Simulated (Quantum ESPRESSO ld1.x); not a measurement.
Q: Excited configurations of Nd I: one electron is placed in a higher orbital outside [Xe] 4f4 6s1. The ground configuration is [Xe] 4f4 6s2. Method: scalar-relativistic Kohn-Sham, LDA (Slater exchange, VWN5 correlation), spin-unpolarised, spherical densities, point nucleus; computed with ld1.x of Quantum ESPRESSO 7.5. Excitation = E - E(ground); binding = E(ion) - E, where the ion is the core of charge +1; n* = 1/sqrt(2 binding) in atomic units, and the quantum defect is n - n*.

outer orbital  excitation (eV)  binding (eV)     n*  quantum defect  eigenvalue (eV)  <r> (bohr)
5d                       1.717         4.272  1.785           3.215           -1.410       3.614
5f                       5.051         0.938  3.808           1.192           -0.428       16.57
6p                       2.422         3.567  1.953           4.047           -1.832       5.841
6d                       4.474         1.516  2.996           3.004           -0.728       11.32
7s                       3.868         2.122  2.532           4.468           -1.259       10.32
7p                       4.420         1.569  2.945           4.055           -0.917       13.20
7d                       5.052         0.937  3.810           3.190           -0.543       21.12
7f                       5.507         0.483  5.308           1.692           -0.298       41.75

Estimate the row for 6f.

A: excitation (eV) 5.327; binding (eV) 0.663; n* 4.531; quantum defect 1.469; eigenvalue (eV) -0.373; <r> (bohr) 27.85. The Delta-SCF ionisation energy is 5.989 eV (NIST Atomic Spectra Database: 5.525 eV, measured). Self-interaction in the functional shifts the binding energies and quantum defects, so they are the method's values and not measured ones. Spin polarisation and multiplet splitting are left out, so open shells lie too high by an amount that depends on their filling. Spin-orbit splitting is averaged out at the scalar-relativistic level.

Beside tabulated values, note that spin-unpolarised runs miss the spin-polarisation part of the exchange energy of open shells.
